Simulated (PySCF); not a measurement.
Species: C6H6NO (doublet state).
Structure used (GFN2-xTB), in Å, numbered top down from 1:
```xyz
14
C6H6NO angstrom
C      1.651   -1.866   -2.446
C      1.171   -1.140   -1.498
C      0.647   -0.410   -0.499
N     -0.640   -0.072   -0.347
C     -0.696    0.646    0.789
C     -1.966    1.198    1.325
C      0.571    0.744    1.320
O      1.436    0.084    0.522
H      1.710   -2.946   -2.376
H      2.022   -1.442   -3.370
H     -1.765    1.895    2.134
H     -2.591    0.388    1.697
H     -2.513    1.701    0.531
H      0.961    1.221    2.196
```

As a line formula: `C=[C]C1=NC(C)=CO1` [radical].

Method: UKS B3LYP, pcH-1 on C H N O, non-relativistic, mean-field spin-orbit, GIAO in PySCF 2.14.0. Isolated species at its GFN2-xTB geometry, gas phase. A GFN2-xTB geometry isn't a minimum of the functional, and hyperfine couplings can be far from their values at a DFT geometry. Stability of the SCF solution: not tested. ⟨S²⟩ is 0.776 where a pure state has 0.75.

Principal values of hyperfine tensors in MHz (contact and dipolar terms together), for some of the nuclei:

| atom | isotope | A1 | A2 | A3 |
| --- | --- | --- | --- | --- |
| H9 | 1H | 112.88 | 113.73 | 121.39 |
| H10 | 1H | 111.01 | 111.83 | 119.68 |
| C2 | 13C | -3.26 | 10.61 | 146.51 |
| C3 | 13C | -73.58 | -38.30 | -34.35 |
| C1 | 13C | -52.54 | -39.38 | -34.63 |
| C7 | 13C | -1.62 | -0.56 | 83.55 |
| H14 | 1H | -38.08 | -24.93 | -9.43 |
| N4 | 14N | -1.15 | -0.72 | 40.43 |

Question: Split each tensor into its isotropic and traceless parts, and turn a_iso into mT with g = 2.0032.

Answer: a_iso is a third of the trace, T = A − a_iso, and a(mT) = a(MHz)/(g × 13.996).

| atom | a_iso (MHz) | a_iso (mT) | T1 | T2 | T3 |
| --- | --- | --- | --- | --- | --- |
| H9 | 116.00 | 4.137 | -3.12 | -2.27 | 5.39 |
| H10 | 114.18 | 4.072 | -3.16 | -2.34 | 5.51 |
| C2 | 51.29 | 1.829 | -54.55 | -40.68 | 95.22 |
| C3 | -48.74 | -1.739 | -24.83 | 10.44 | 14.39 |
| C1 | -42.18 | -1.505 | -10.36 | 2.81 | 7.55 |
| C7 | 27.12 | 0.967 | -28.74 | -27.68 | 56.43 |
| H14 | -24.15 | -0.861 | -13.94 | -0.78 | 14.72 |
| N4 | 12.85 | 0.458 | -14.00 | -13.57 | 27.57 |

Question: What spin density at the nucleus of N4 lies behind its contact coupling (g_N = 0.40376)?

Answer: a_FC = (2μ0/3) gₑ μB g_N μN ρ(0)/(2S·h) = 800.24 MHz × g_N × ρ(0)/(2S), with ρ in bohr⁻³. With a_FC = 12.85 MHz and 2S = 1, ρ(0) = 0.03978 bohr⁻³.

Question: C5 (13C, g_N = 1.40482) isn't in the table. Its spin density at the nucleus is -0.02078 bohr⁻³. What is its contact coupling?

Answer: By the same relation, a_FC = -23.4 MHz. Its full tensor has the principal values -36.27, -17.73, -16.08 MHz.

Question: Which nucleus of the table has the largest anisotropic coupling, and what is its form?

Answer: C2: -54.5, -40.7, 95.2 MHz, rhombic: the two smaller values differ by 15 % of the largest.

Question: In a single crystal, with the field along each principal axis of the tensor of C2 in turn, what first-order splitting does this nucleus give (isotropic g, quadrupole terms neglected)?

Answer: 2 lines (I = 1/2), spaced by |A_i|/(g × 13.996): 0.12, 0.38, 5.23 mT along the axes of A1, A2 and A3.
